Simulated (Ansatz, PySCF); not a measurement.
Energy difference R1 → P1, each structure at its B3LYP-D3(BJ)/def2-TZVP stationary point, reached from a drawn start; harmonic modes at that level show minima.
R1, C4H4 (SMILES C#CC=C) (charge 0, multiplicity 1):
```xyz
8

C     -1.14846     0.75025     0.54776
C     -0.58893    -0.32395    -0.01127
C      0.78767    -0.43095    -0.34122
C      1.94844    -0.55252    -0.63239
H     -0.56686     1.62988     0.78965
H     -2.20555     0.76925     0.77507
H     -1.20113    -1.19057    -0.24144
H      2.97493    -0.65148    -0.88635
```
P1, C4H4 (SMILES C=C1C=C1) (charge 0, multiplicity 1):
```xyz
8

C      1.4598     0.0267     0.1819
C      0.1447     0.0026     0.0181
C     -1.1495     0.6238    -0.0156
C     -1.0949    -0.6648    -0.2641
H      2.0497    -0.8728     0.0747
H      1.9726     0.9463     0.4266
H     -1.7563     1.5073     0.0860
H     -1.6261    -1.5691    -0.5075
```

P less R. No zero-point or thermal terms.

Codes used: Ansatz (a first-principles code); PySCF for the D3/D4 terms. No computed number here is a measurement.

Problem. What is the computed reaction energy (wB97M-V/def2-TZVPP)?

Solution. 19.8 kcal/mol

Problem. What is the computed reaction energy (revPBE/def2-TZVPP)?

Solution. 18.4 kcal/mol

Problem. Estimate the reaction energy that revPBE-D3(BJ)/def2-TZVPP returns for this input.

Solution. 18.3 kcal/mol
